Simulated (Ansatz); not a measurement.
Pulling on the Pb1–H2 bond in H3NPb (SMILES [NH2][PbH]) (multiplicity 1 held, fragments rigid). Energies count from the point at 1.865 Å.
Geometry at that point (charge 0, multiplicity 1):
| atom | x (Å) | y (Å) | z (Å) |
|---|---|---|---|
| Pb | -0.0569 | 0.1346 | 0.1663 |
| H | -0.7454 | 1.2445 | -1.1645 |
| N | 0.5644 | -1.2798 | -1.2998 |
| H | 0.4288 | -1.1744 | -2.2940 |
| H | 1.0352 | -2.1459 | -1.0822 |

R- and RO- levels are restricted; in cc, def2 and unpolarised 6-31G sets they are followed outwards from rest. U- levels take the lowest unrestricted solution at each point, which mixes spins at long bonds. Curves can end on different states.

Correlated levels freeze the cores. Filled d and f shells under p-block atoms count as core.

The values were computed with Ansatz (Gaussian basis) for Hartree–Fock, density functionals and correlated methods.  In def2 rows elements past Kr take small-core potentials, without spin–orbit coupling.

Q: What energy at R = 5.967 Å does R-B3LYP/def2-TZVPP give?

A: 373 kJ/mol

Q: What is the computed energy at R = 5.967 Å (U-MP2/def2-TZVPP)?

A: 238 kJ/mol

Q: Give the energy at R = 5.967 Å at the level U-SCS-MP2/def2-TZVPP.

A: 249 kJ/mol

Doubts at one or more of the structures used: a restricted determinant that unrestricted orbitals would lower (R-B3LYP/def2-TZVPP); a spin-contaminated determinant (U-MP2/def2-TZVPP, U-SCS-MP2/def2-TZVPP).

Ansatz is a first-principles code.
